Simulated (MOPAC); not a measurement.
MOPAC input (PM7):

```
PM7 FORCE THERMO(298,298) PRECISE LET CHARGE=-1 GEO-OK AUX(PRECISION=9) THREADS=1
C5H7

C     2.33739289 1   -0.18472612 1    0.14736533 1
C     0.99018463 1   -0.29009429 1    0.15011895 1
C     0.07241407 1    0.71624688 1   -0.29420208 1
C    -1.27164656 1    0.62791161 1   -0.29842189 1
C    -2.08972943 1   -0.52105374 1    0.15219413 1
H     2.99057687 1   -0.95588313 1    0.48630155 1
H     2.84708948 1    0.68813132 1   -0.19833821 1
H     0.53628547 1   -1.21625268 1    0.51954890 1
H     0.51698405 1    1.63552395 1   -0.66108430 1
H    -2.76028857 1   -0.17541828 1    0.94765979 1
H    -2.71064902 1   -0.85241907 1   -0.68838114 1
H    -1.53420537 1   -1.38641979 1    0.52714262 1
```

Output:

```
 *******************************************************************************
 **                                                                           **
 **                              MOPAC v23.2.5                                **
 **                                                                           **
 *******************************************************************************
 ** MOPAC's Digital Object Identifier: https://doi.org/10.5281/zenodo.6511958 **
 **                                                                           **
 ** Please cite the open-source release paper for use of this MOPAC version:  **
 ** J. E. Moussa and J. J. P. Stewart (2026)                                  **
 ** MOPAC: An open-source semiempirical molecular orbital program             **
 ** J. Open Source Softw., 11(119), 8025, https://doi.org/10.21105/joss.08025 **
 *******************************************************************************

                              PM7 CALCULATION RESULTS

 *******************************************************************************
 *  PM7        - The PM7 Hamiltonian to be used
 *  GEO-OK     - OVERRIDE INTERATOMIC DISTANCE AND OTHER SAFETY CHECKS
 *
 *
 *
 *                 CHARGE ON SYSTEM = -1
 *
 *
 *
 *  LET        - OVERRIDE SOME SAFETY CHECKS
 *  PRECISE    - TIGHTER CRITERIA TO BE USED
 *  FORCE      - FORCE CALCULATION SPECIFIED
 *  AUX        - OUTPUT AUXILIARY INFORMATION
 *  THERMO     - THERMODYNAMIC QUANTITIES TO BE CALCULATED
 *******************************************************************************
PM7 FORCE THERMO(298,298) PRECISE LET CHARGE=-1 GEO-OK AUX(PRECISION=9) THREADS=1
 C5H7

   ATOM   CHEMICAL          X               Y               Z
  NUMBER   SYMBOL      (ANGSTROMS)     (ANGSTROMS)     (ANGSTROMS)

     1       C          2.33739289  *  -0.18472612  *   0.14736533  *
     2       C          0.99018463  *  -0.29009429  *   0.15011895  *
     3       C          0.07241407  *   0.71624688  *  -0.29420208  *
     4       C         -1.27164656  *   0.62791161  *  -0.29842189  *
     5       C         -2.08972943  *  -0.52105374  *   0.15219413  *
     6       H          2.99057687  *  -0.95588313  *   0.48630155  *
     7       H          2.84708948  *   0.68813132  *  -0.19833821  *
     8       H          0.53628547  *  -1.21625268  *   0.51954890  *
     9       H          0.51698405  *   1.63552395  *  -0.66108430  *
    10       H         -2.76028857  *  -0.17541828  *   0.94765979  *
    11       H         -2.71064902  *  -0.85241907  *  -0.68838114  *
    12       H         -1.53420537  *  -1.38641979  *   0.52714262  *

          CARTESIAN COORDINATES

    NO.       ATOM           X           Y           Z

     1         C          2.3374     -0.1847      0.1474
     2         C          0.9902     -0.2901      0.1501
     3         C          0.0724      0.7162     -0.2942
     4         C         -1.2716      0.6279     -0.2984
     5         C         -2.0897     -0.5211      0.1522
     6         H          2.9906     -0.9559      0.4863
[...]
 FREQUENCY          2723.79         C  2 -- H  8         +76.3% ( 88.9%)     99.9%
 TRANSITION DIPOLE   0.1335         C  1 -- H  7          +9.8% ( 31.8%)     98.9%
 TRAVEL (Ang.)       0.2042         C  1 -- H  6          +7.0% ( 26.9%)     98.9%
 REDUCED MASS        0.5936         C  3 -- H  9          +4.6% ( 21.9%)     99.4%
 EFFECTIVE MASS      1.3436
 FORCE CONSTANT      2.5947

 VIBRATION         27   17A'          ATOM PAIR      ENERGY CONTRIBUTION    RADIAL
 FREQUENCY          2756.39         C  1 -- H  6         +42.6% ( 66.8%)     98.8%
 TRANSITION DIPOLE   0.3052         C  1 -- H  7         +35.8% ( 61.2%)     98.3%
 TRAVEL (Ang.)       0.2699         C  3 -- H  9          +9.6% ( 31.6%)    100.0%
 REDUCED MASS        0.3359         C  2 -- H  8          +9.4% ( 31.3%)    100.0%
 EFFECTIVE MASS      1.4739
 FORCE CONSTANT      1.5036

 VIBRATION         28   18A'          ATOM PAIR      ENERGY CONTRIBUTION    RADIAL
 FREQUENCY          2765.53         C  5 -- H 11         +39.2% ( 60.3%)     97.7%
 TRANSITION DIPOLE   0.1827         C  5 -- H 10         +39.2% ( 60.3%)     97.7%
 TRAVEL (Ang.)       0.2709         C  5 -- H 12         +17.9% ( 40.8%)     94.1%
 REDUCED MASS        0.3323         C  2 -- H  8          +1.4% ( 11.5%)    100.0%
 EFFECTIVE MASS      1.1304
 FORCE CONSTANT      1.4974

 VIBRATION         29   19A'          ATOM PAIR      ENERGY CONTRIBUTION    RADIAL
 FREQUENCY          2777.74         C  3 -- H  9         +83.7% ( 91.9%)    100.0%
 TRANSITION DIPOLE   0.4053         C  2 -- H  8          +9.0% ( 30.1%)     99.8%
 TRAVEL (Ang.)       0.1887         C  1 -- H  6          +3.7% ( 19.3%)     99.6%
 REDUCED MASS        0.6817         C  1 -- H  7          +0.9% (  9.3%)     94.8%
 EFFECTIVE MASS      1.3727
 FORCE CONSTANT      3.0991

 VIBRATION         30   20A'          ATOM PAIR      ENERGY CONTRIBUTION    RADIAL
 FREQUENCY          2812.42         C  1 -- H  7         +53.2% ( 71.9%)     96.2%
 TRANSITION DIPOLE   0.9148         C  1 -- H  6         +45.3% ( 66.4%)     95.0%
 TRAVEL (Ang.)       0.2238         C  1 -- C  2          +0.8% (  8.9%)     99.8%
 REDUCED MASS        0.4788         C  2 -- H  8          +0.5% (  6.7%)     88.5%
 EFFECTIVE MASS      1.2699
 FORCE CONSTANT      2.2314

      SYMMETRY NUMBER FOR POINT-GROUP Cs  =  1

          SYSTEM IS A GROUND STATE

 C5H7

          MOLECULE IS NOT LINEAR

          THERE ARE 30 GENUINE VIBRATIONS IN THIS SYSTEM
          THIS THERMODYNAMICS CALCULATION IS LIMITED TO
          MOLECULES WHICH HAVE NO INTERNAL ROTATIONS

                    CALCULATED THERMODYNAMIC PROPERTIES
                                          *
   TEMP. (K)   PARTITION FUNCTION   H.O.F.    ENTHALPY  HEAT CAPACITY ENTROPY
                                   KCAL/MOL   CAL/MOLE    CAL/K/MOL  CAL/K/MOL

 298.00  VIB.     0.2504D+02                  2186.5907    14.8419    13.7372
         ROT.     0.8203D+05                   888.2803     2.9808    25.4656
         INT.     0.2054D+07                  3074.8710    17.8227    39.2028
         TRA.     0.5315D+27                  1480.4672     4.9680    38.5269
         TOT.                       48.021    4555.3382    22.7908    77.7297

   *: NOTE: HEATS OF FORMATION ARE RELATIVE TO THE
            ELEMENTS IN THEIR STANDARD STATE AT 298K
              (=  Standard Enthalpy of Formation).

            Hvib:  Zero-point energy is not included.
                   frequencies of less than zero cm-1 are not included.
            Hrot = (3/2)RT
            Htra = (3/2)RT + pV = (5/2)RT

            Heat capacity is Cp, not Cv

          For more information, see: HTTP://OpenMOPAC.net/Manual/thermochemistry.html

           FORCE CONSTANT IN CARTESIAN COORDINATES (Millidynes/A)

    ATOM   CHEMICAL       X               Y               Z
   NUMBER   SYMBOL  FORCE CONSTANT  FORCE CONSTANT  FORCE CONSTANT

      1       C       13.198864        6.694112        1.974615
      2       C       13.846228        8.289146        2.461244
      3       C       11.947411        7.760761        1.978450
      4       C       12.164706        3.640566        1.088750
      5       C        6.511299        6.069791        5.886477
      6       H        1.996622        3.098313        0.311874
      7       H        1.960242        3.152300        0.329109
      8       H        1.757997        3.435738        0.392840
      9       H        1.738615        3.562873        0.344606
     10       H        1.853577        0.668930        2.844598
     11       H        1.853401        0.668948        2.844756
     12       H        1.324678        3.406280        0.581854

 **********************
 *                    *
 * JOB ENDED NORMALLY *
 *                    *
 **********************

 == MOPAC DONE ==
```

The dipole moment of an ion depends on the origin.
